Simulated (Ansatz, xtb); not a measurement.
# C5H7FOSi: 9 structures ranked

9 gas-phase structures of C5H7FOSi, from a drawn sample of its isomers (lower ones may exist). Each was relaxed with GFN2-xTB; where two conformers were screened, the lower at r2SCAN-D4/def2-SVP is listed:

A. `COC1=CC=C(F)[SiH2]1`, a singlet
B. `COC1=C[SiH2]C=C1F`, a singlet
C. `COC1=CC(F)=C[SiH2]1`, a singlet
D. `CO[SiH]1C=CC(F)=C1`, a singlet
E. `COC1=CC=C[SiH]1F`, a singlet
F. `CO[SiH]1C=CC=C1F`, a singlet
G. `COC1=C[SiH2]C(F)=C1`, a singlet
H. `COC1=C[SiH](F)C=C1`, a singlet
I. `COC1=C(F)C=C[SiH2]1`, a singlet

Question: Estimate their order in r2SCAN-D4/def2-SVP energy at these geometries, lowest first.

Answer: Calculated order at r2SCAN-D4/def2-SVP: H (0.000), E (0.315), D (0.843), F (1.203), B (1.774), C (1.900), G (1.982), I (2.235), A (2.321) eV.

Energies above the lowest of each column, in eV; the last columns are at PBE-D3(BJ)/def2-SVP geometries and were run for some of them only (a dash: not run or not comparable):

| structure | GFN2-xTB | HF/STO-3G | r2SCAN-D4/def2-SVP | PBE-D3(BJ)/def2-SVP | CCSD(T)/def2-SVP + ΔMP2/def2-TZVPP |
| --- | --- | --- | --- | --- | --- |
| H | 0.000 | 0.000 | 0.000 | 0.000 | 0.000 |
| E | 0.106 | 0.120 | 0.315 | 0.266 | 0.356 |
| D | 0.622 | 0.173 | 0.843 | 0.771 | 0.798 |
| F | 0.731 | 0.320 | 1.203 | – | – |
| B | 1.549 | 0.530 | 1.774 | – | – |
| C | 1.500 | 0.510 | 1.900 | – | – |
| G | 1.569 | 0.548 | 1.982 | – | – |
| I | 1.673 | 0.732 | 2.235 | – | – |
| A | 1.674 | 0.656 | 2.321 | – | – |

Every level run on H puts it lowest or level with the lowest. Flexible structures stand in one conformer each, not always the lowest. Frequencies (GFN2-xTB) were run for D, E, H alone. ΔMP2 is the change of the MP2 energy from the smaller to the larger basis.

Over these structures GFN2-xTB departs from r2SCAN-D4/def2-SVP by 0.166 eV on average once a common shift is removed. A GFN2-xTB relaxation took about 0.066 s and the r2SCAN-D4/def2-SVP energy about 3.6 s on a shared host (Ansatz 0.2.0, xtb 6.7.1).
